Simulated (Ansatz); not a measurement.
```yaml
crystal:
  periodic: [false, false, false]
  atoms:
    - {symbol: Li, position_ang: [-2.316847, 0.517707, -2.690852]}
    - {symbol: Li, position_ang: [0.160950, -3.238833, 2.610626]}
    - {symbol: Li, position_ang: [-1.261584, 3.290779, 0.694947]}
    - {symbol: Li, position_ang: [1.655063, -2.649327, -0.960678]}
    - {symbol: Li, position_ang: [2.602311, -0.236501, 1.959117]}
    - {symbol: Al, position_ang: [0.111495, -0.519158, -1.604663]}
    - {symbol: Al, position_ang: [-0.549725, 2.229190, -1.649818]}
    - {symbol: Al, position_ang: [0.812532, 1.331494, 0.666598]}
    - {symbol: Al, position_ang: [0.331593, -1.230087, 0.904973]}
    - {symbol: Al, position_ang: [-1.545789, 0.504738, 0.069760]}
basis:
  gaussian: {orbitals: def2-TZVP, initial_orbitals: start.molden}
total_charge: 1
magnetization: {spin_polarized: true, initial_magnetization: 1}
hamiltonian: {xc: {name: wB97M-V}}
scf: {omitted_lower_state_checks: [starts]}
output: {orbitals: {seedname: orbitals}}
```

The file start.molden holds the orbitals of an earlier run on this structure, at another level or in another basis.

```sh
$ ansatz run in.yaml --threads 4 --pin off --events-out ev --progress --plain --max-ram 4787MiB
```

Does this run fit into the memory that it is given?

No. It has 255 basis functions, and Ansatz plans for 4.73 GiB where 4.67 GiB are given.
